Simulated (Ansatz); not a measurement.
Stepwise reaction of `[F][In]([O][SiH3])[O][SiH3]` with hydrogen chloride, as a gas-phase model of exchange steps in deposition or etching. ΔE in kJ/mol.

Computed with Ansatz on PBE0-D4/def2-TZVP structures; ΔE is electronic, products minus reactants. CCSD(T)/CBS is the MP2 limit (def2-TZVPP, def2-QZVPP) plus CCSD(T) − MP2 in def2-TZVPP, frozen cores. This one scheme is used for every species. Functionals use def2-TZVPP. B3LYP here is the variant with VWN-RPA as its local correlation; programs differ in this. Elements past krypton have def2 core potentials. For In outer-core shells are correlated without core-valence functions, which leaves a few kJ/mol of doubt a bond. Each species was taken in one conformer, which may not be the lowest.

```tsv
step	reaction	PBE-D4	B3LYP-D4	ωB97M-V	CCSD(T)/CBS
2	`[F][In]([Cl])[O][SiH3]` + HCl → `[F][In]([Cl])[Cl]` + `O[SiH3]`	-74.3	-73.1	-74.4	-66.2
```

Problem. Give the row of step 1, `[F][In]([O][SiH3])[O][SiH3]` + HCl → `[F][In]([Cl])[O][SiH3]` + `O[SiH3]`. (An estimate is asked.)

Solution. The calculation gave: 
```json
{"step": "1", "reaction": "`[F][In]([O][SiH3])[O][SiH3]` + HCl → `[F][In]([Cl])[O][SiH3]` + `O[SiH3]`", "PBE-D4": "-75.4", "B3LYP-D4": "-74.6", "ωB97M-V": "-76.6", "CCSD(T)/CBS": "-68.0"}
```

Problem. By hand: ΔE of the 2 steps together at CCSD(T)/CBS.

Solution. (-68.0) + (-66.2) = -134.2 kJ/mol, or -67.1 kJ/mol a step.

In ΔE the steps differ by no more than 1.8 kJ/mol. All are downhill at CCSD(T)/CBS. PBE-D4 differs from CCSD(T)/CBS by -8.1 to -7.4 kJ/mol a step. Isolated molecules leave out the surface, adducts and barriers. Largest T1 diagnostic: 0.016.
